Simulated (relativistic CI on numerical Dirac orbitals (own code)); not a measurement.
## Radial parameters of Ta LVI

Computed by Dirac-Coulomb-Breit CI, orbitals from a KLI potential per configuration, a model potential for QED, unscaled Slater integrals (own radial code, finite nucleus).

Slater integrals F^k, G^k are unscaled and averaged over j, outside the closed core [Ne]; ζ comes from projecting the Hamiltonian with its Breit term on Σ l·s of the shell.

- 3s²3p⁵3d: ζ(3p) = 1.7367e+06, F^2(3p,3d) = 526430, G^1(3p,3d) = 548860, G^3(3p,3d) = 369970, ζ(3d) = 236200 cm⁻¹; <r>(3p) = 0.1875, <r^2>(3p) = 0.04072, <r>(3d) = 0.1665, <r^2>(3d) = 0.03202 (bohr units).
- 3s3p⁶3d: G^2(3s,3d) = 421180, ζ(3d) = 237160 cm⁻¹; <r>(3s) = 0.1909, <r^2>(3s) = 0.04167, <r>(3d) = 0.1666, <r^2>(3d) = 0.03206 (bohr units).
- 3s²3p⁵4s: ζ(3p) = 1.7527e+06, G^1(3p,4s) = 70815 cm⁻¹; <r>(3p) = 0.1867, <r^2>(3p) = 0.04038, <r>(4s) = 0.3597, <r^2>(4s) = 0.1458 (bohr units).

Averages of the first 10 configurations, taken without configuration mixing, which lowers the lowest level and can move excited configurations by several eV; other configurations of the list can lie among them:

```json
{"Configuration": "3s²3p⁶", "Parity": "even", "States": "1", "Average energy above the lowest level (eV)": "0.4"}
{"Configuration": "3s²3p⁵3d", "Parity": "odd", "States": "60", "Average energy above the lowest level (eV)": "403.5"}
{"Configuration": "3s3p⁶3d", "Parity": "even", "States": "20", "Average energy above the lowest level (eV)": "832.5"}
{"Configuration": "3s²3p⁵4s", "Parity": "odd", "States": "12", "Average energy above the lowest level (eV)": "2469.5"}
{"Configuration": "3s²3p⁵4p", "Parity": "even", "States": "36", "Average energy above the lowest level (eV)": "2633.6"}
{"Configuration": "3s²3p⁵4d", "Parity": "odd", "States": "60", "Average energy above the lowest level (eV)": "2800.8"}
{"Configuration": "3s3p⁶4s", "Parity": "even", "States": "4", "Average energy above the lowest level (eV)": "2900.8"}
{"Configuration": "3p⁶3d4p", "Parity": "odd", "States": "60", "Average energy above the lowest level (eV)": "3895.6"}
{"Configuration": "3p⁶3d²", "Parity": "even", "States": "45", "Average energy above the lowest level (eV)": "1676.4"}
{"Configuration": "3p⁵3d³", "Parity": "odd", "States": "720", "Average energy above the lowest level (eV)": "2077.2"}
```
